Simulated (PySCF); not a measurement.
# Bond curve of InAs

Set-up: PySCF, scalar-relativistic core potentials, basis sets In cc-pVDZ-PP with ECP28, As cc-pVDZ-PP with ECP10. Energies in eV from In + As in their ground configurations at the same level. State: ³Σ⁻ (triplet), unpaired electrons π ↑↑.

All columns are revPBE. A positive dipole means In(−)As(+).

| R (Å) | E (eV) | μ (D) | Mulliken charge on In (basis-dependent) | HOMO (eV) | LUMO (eV) | Mayer bond order | ⟨S²⟩ |
| --- | --- | --- | --- | --- | --- | --- | --- |
| 2.381 | -1.038 | -0.08 | 0.13 | -4.11 | -4.36 | 1.24 | 2.00 |
| 2.491 | -1.411 | -0.56 | 0.17 | -4.15 | -4.13 | 1.21 | 2.00 |
| 2.602 | -1.626 | -1.03 | 0.19 | -4.16 | -3.93 | 1.17 | 2.00 |
| 2.685 | -1.713 | -1.38 | 0.21 | -4.16 | -3.79 | 1.15 | 2.01 |
| 2.768 | -1.751 | -1.71 | 0.23 | -4.14 | -3.66 | 1.13 | 2.01 |
| 2.851 | -1.752 | -2.04 | 0.24 | -4.11 | -3.54 | 1.12 | 2.01 |
| 2.962 | -1.712 | -2.46 | 0.25 | -4.07 | -3.40 | 1.10 | 2.01 |
| 3.100 | -1.614 | -2.94 | 0.26 | -3.99 | -3.25 | 1.07 | 2.01 |
| 3.266 | -1.457 | -3.47 | 0.26 | -3.90 | -3.11 | 1.04 | 2.02 |
| 3.488 | -1.220 | -4.06 | 0.26 | -3.76 | -3.01 | 0.99 | 2.04 |

A fit through these points gives, at Re = 2.812 Å, μ = -1.89 D and dμ/dR = -3.93 D/Å; the reduced mass is 45.35 u.

How strong is the fundamental in the double-harmonic approximation, I = 42.26·(dμ/dR)²/μred km/mol?

I = 42.26·(-3.93)²/45.35 = 14.4 km/mol at revPBE.

These are scalar-relativistic numbers at best; spin–orbit coupling would shift them, the dissociation energy most. The state is the lowest determinant that a PBE0 search found; another state may lie lower at other levels.

At some distances an empty level lies below a filled one, because the occupation is held.
